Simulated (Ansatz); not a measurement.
`[OH][Zr]([F])([F])[Br]` + H–F → `[OH][Zr]([F])([F])[F]` + HBr at 298.15 K and 1 bar (ligand exchange at a Zr–Br bond).

Gas-phase electronic energies from Ansatz, PBE0-D4/def2-TZVP geometries. CCSD(T)/CBS is the MP2 limit (def2-TZVPP, def2-QZVPP) plus CCSD(T) − MP2 in def2-TZVPP, frozen cores. This one scheme is used for every species. Elements past krypton have def2 core potentials. For Br, Zr outer-core shells are correlated without core-valence functions, which leaves a few kJ/mol of doubt a bond. Scalar relativity is left out up to krypton. One conformer a species, not always the lowest.

| species | CCSD(T)/CBS energy (Eh) | H − E (kJ/mol) | S (J/(mol·K)) |
| --- | --- | --- | --- |
| `[OH][Zr]([F])([F])[Br]` | -2895.97895 | 68.6 | 380.8 |
| H–F | -100.39570 | 33.5 | 173.6 |
| `[OH][Zr]([F])([F])[F]` | -422.45878 | 70.1 | 348.5 |
| HBr | -2573.91920 | 24.6 | 198.6 |

H − E and S are ideal-gas, rigid-rotor, harmonic terms from PBE0-D4/def2-TZVP, for one conformer and one mirror image of each species. 1 Eh = 2625.50 kJ/mol, R = 8.31446 J/(mol·K).

Problem. By hand: ΔE, ΔH, ΔS and ΔG.

Solution. ΔE = (-422.45878) + (-2573.91920) − (-2895.97895) − (-100.39570) = -0.00333 Eh = -8.7 kJ/mol. Δ(H − E) = 70.1 + 24.6 − 68.6 − 33.5 = -7.4, so ΔH = -16.1 kJ/mol. ΔS = 348.5 + 198.6 − 380.8 − 173.6 = -7.3 J/(mol·K). ΔG = -16.1 − 298.15 × (-7.3)/1000 = -13.9 kJ/mol.

Problem. By hand: the equilibrium constant, and the temperature at which ΔG would vanish if ΔH and ΔS stayed fixed.

Solution. log₁₀ K = −ΔG/(RT ln 10) = 2.4. ΔG = 0 at ΔH/ΔS = 2205 K, though so small a ΔS makes that figure unsure.

The number of gas molecules stays the same, so ΔS is small and ΔH decides. A doubt of 5 kJ/mol in ΔE shifts log₁₀ K by 0.9 here. Other conformers and mirror images would add mixing entropy, several J/(mol·K) or more a flexible species. These are equilibria of isolated gas molecules and say nothing of rates. Largest T1 diagnostic: 0.017 (customary marks: 0.02 for closed shells, 0.045 for open ones).
